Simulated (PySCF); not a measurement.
Geometry (Å), atoms numbered from 1 in this order:
```xyz
19

O     1.247    2.429    0.769
C     1.421    1.340    0.552
C     1.764    0.052    0.196
C     0.587   -0.823   -0.393
C    -0.266   -0.018   -1.372
C    -1.324    0.693   -0.503
C    -1.167    0.114    0.913
C    -0.395   -1.182    0.710
H     2.182   -0.473    1.064
H     2.549    0.125   -0.572
H     1.058   -1.693   -0.850
H    -0.749   -0.710   -2.060
H     0.319    0.676   -1.974
H    -1.206    1.776   -0.513
H    -2.321    0.483   -0.885
H    -2.125   -0.046    1.400
H    -0.592    0.783    1.563
H    -1.064   -1.956    0.330
H     0.069   -1.560    1.619
```

Total charge +1.

Geometry: GFN2-xTB; GIAO absolute shieldings from PySCF 2.14, gas phase, non-relativistic, averaged over equivalent atoms.

At PBE0/pcSseg-0 (94 basis functions, 15 s wall time on 1 thread of an Intel Xeon Platinum 8488C, shared host):
| atoms | σ (ppm) |
| --- | --- |
| O1 | -47.5 |
| C2 | 13.5 |
| C4 | 137.2 |
| C5/C8 | 158.0 |
| C6/C7 | 169.7 |
| C3 | 174.7 |
| H9/H10 | 29.41 |
| H11 | 29.75 |
| H15/H16 | 30.46 |
| H12/H18 | 30.63 |
| H13/H19 | 31.43 |
| H14/H17 | 31.68 |

Question: What do these become at PBE0/pcSseg-1?

Answer: 
```tsv
atoms	σ at PBE0/pcSseg-1	change
O1	-28.4	+19.1
C2	17.9	+4.4
C4	129.3	-7.9
C5/C8	150.2	-7.8
C6/C7	160.6	-9.1
C3	170.0	-4.7
H9/H10	27.90	-1.51
H11	28.11	-1.64
H15/H16	28.82	-1.64
H12/H18	29.21	-1.42
H13/H19	29.78	-1.65
H14/H17	30.00	-1.68
```

The largest change is at O1 (oxygen bonded to C). Cost: 191 basis functions, 30 s wall time on 1 thread of an Intel Xeon Platinum 8488C, shared host. The order of the carbon signals is the same at both levels.

The carbons averaged at δ 26.2 differ by 8 ppm in this conformer.
